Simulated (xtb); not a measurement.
C2H6Zn, SMILES [CH3][Zn][CH3]. All values are semi-empirical tight-binding results from xtb (GFN2-xTB unless named), good for trends rather than for accurate numbers. The structure is a stationary point at GFN2-xTB. The isomer is the one that the SMILES or the coordinates give; other isomers of the formula were not compared.

Optimised geometry:

```xyz
9

Zn     0.0000     0.0000     0.0052
C      2.0425     0.0000    -0.0074
H      2.4531    -0.5155     0.8564
H      2.4454     1.0091     0.0013
H      2.4369    -0.4939    -0.8914
C     -2.0425     0.0000    -0.0074
H     -2.4454    -1.0091     0.0013
H     -2.4369     0.4939    -0.8914
H     -2.4531     0.5155     0.8564
```
Charge 0, spin multiplicity 1.

A frequency run showed that this geometry is not a minimum.

For metal compounds this method's bond lengths and energies can be far off.

```
Item                           Value
---------------------------  -------
point group as xtb finds it      D3d
orbital gap                  4.69 eV
```

Computed atomic charges and the Wiberg bond orders between heavy atoms:
charges (e) Zn1 0.24, C2 -0.22, H3 0.03, H4 0.03, H5 0.03, C6 -0.22, H7 0.03, H8 0.03, H9 0.03. Bond orders Zn1–C2 0.74, Zn1–C6 0.74.
